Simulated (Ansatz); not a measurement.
Cost and result up the ladder for diborane 1,1-di F (B2H4F2) (8 atoms). Total charge 0; singlet. Geometry: PBE-D4/def2-TZVP.

```xyz
8

B     0.7759   -0.2500   -0.3239
B    -0.7906    0.2546    0.3301
F     0.8524   -0.8790   -1.5041
F     1.9071   -0.0095    0.3520
H     0.0023    0.9196   -0.4323
H    -0.7999    0.8119    1.3866
H    -1.7672    0.0150   -0.3147
H    -0.1800   -0.8627    0.5061
```

Ansatz on 2 threads of Intel Xeon Platinum 8375C on a shared host. Times are rough, and most runs start from the orbitals of an earlier one. ωB97M-V/def2-TZVP serves as the yardstick here, not as an exact answer. Differences are given only for rows in sets of like size (and for xTB, whose basis is part of the method), since another set adds its own error. Binding counts from free atoms at the same level (B doublet, F doublet, H doublet; other spins of the atoms weren't run), without zero-point energy or a counterpoise term.

LC-ωPBE has ω = 0.4 bohr⁻¹. Correlated methods freeze 4 core orbitals.

Correlated methods converge slowly with the basis.

```json
{"level": "HF/STO-3G", "functions": "24", "wall time": "0.1 s", "binding energy per atom (eV)": "3.55", "difference from ωB97M-V/def2-TZVP (eV)": "–"}
{"level": "PBE-D4/def2-SVP", "functions": "76", "wall time": "0.6 s", "binding energy per atom (eV)": "4.01", "difference from ωB97M-V/def2-TZVP (eV)": "–"}
{"level": "PBE0-D4/def2-SVP", "functions": "76", "wall time": "0.65 s", "binding energy per atom (eV)": "3.93", "difference from ωB97M-V/def2-TZVP (eV)": "–"}
{"level": "MP2/def2-TZVP", "functions": "148", "wall time": "1.1 s", "binding energy per atom (eV)": "3.85", "difference from ωB97M-V/def2-TZVP (eV)": "-0.04"}
{"level": "PBE0-D4/def2-TZVP", "functions": "148", "wall time": "1.2 s", "binding energy per atom (eV)": "3.88", "difference from ωB97M-V/def2-TZVP (eV)": "-0.01"}
{"level": "PBE-D4/def2-TZVP (with forces)", "functions": "148", "wall time": "1.2 s", "binding energy per atom (eV)": "3.95", "difference from ωB97M-V/def2-TZVP (eV)": "0.06"}
{"level": "LC-ωPBE/def2-TZVP", "functions": "148", "wall time": "1.3 s", "binding energy per atom (eV)": "3.89", "difference from ωB97M-V/def2-TZVP (eV)": "0.00"}
{"level": "r2SCAN-D4/def2-TZVP", "functions": "148", "wall time": "1.7 s", "binding energy per atom (eV)": "3.92", "difference from ωB97M-V/def2-TZVP (eV)": "0.03"}
{"level": "ωB97X-V/def2-TZVP", "functions": "148", "wall time": "3.2 s", "binding energy per atom (eV)": "3.87", "difference from ωB97M-V/def2-TZVP (eV)": "-0.02"}
{"level": "ωB97M-V/def2-TZVP", "functions": "148", "wall time": "3.6 s", "binding energy per atom (eV)": "3.89", "difference from ωB97M-V/def2-TZVP (eV)": "0.00"}
{"level": "CCSD(T)/def2-TZVPP", "functions": "180", "wall time": "26 s", "binding energy per atom (eV)": "3.79", "difference from ωB97M-V/def2-TZVP (eV)": "-0.10"}
```
